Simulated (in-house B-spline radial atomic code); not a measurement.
A run on Ru that did not converge. Method: non-relativistic BHandHLYP, spin-polarised, spherical fractional occupations, point nucleus; computed with a B-spline radial code for spherical atoms.

Command:
```bash
python run_scf.py task.json out
```
Settings:
```
Z                44
configuration    [Kr] 4d7 5s0.625 5f0.375
hamiltonian      nr
method           bhandhlyp
spin_polarised   True
```

First and last ten iterations of the last attempt (damped for 15 steps, keeping 80 % of the old Fock matrix, then DIIS):
```
 iter        energy (Eh)    residual
    1       -4434.451516    5.58e-01
    2       -4438.294699    3.31e-01
    3       -4440.810039    2.33e-01
    4       -4442.220725    1.55e-01
    5       -4442.868571    9.88e-02
    6       -4443.191409    6.65e-02
    7       -4443.347670    4.35e-02
    8       -4443.420636    2.75e-02
    9       -4443.453979    1.81e-02
   10       -4443.469172    1.34e-02
  111       -4443.483927    4.38e-06
  112       -4443.483929    8.77e-06
  113       -4443.483928    7.40e-06
  114       -4443.483925    6.95e-06
  115       -4443.483924    7.95e-06
  116       -4443.483925    8.55e-06
  117       -4443.483924    9.24e-06
  118       -4443.483924    9.73e-06
  119       -4443.483925    8.20e-06
  120       -4443.483925    8.97e-06
 not converged after 120 iterations
```

The smallest residual met was 2.7e-06; the threshold is about 4e-07. Over the last five steps the energy moves by less than 3e-06 hartree, but the orbitals didn't meet the threshold. Run time, properties included: 6.3 s on 1 thread of Arm Neoverse V1 (shared host).
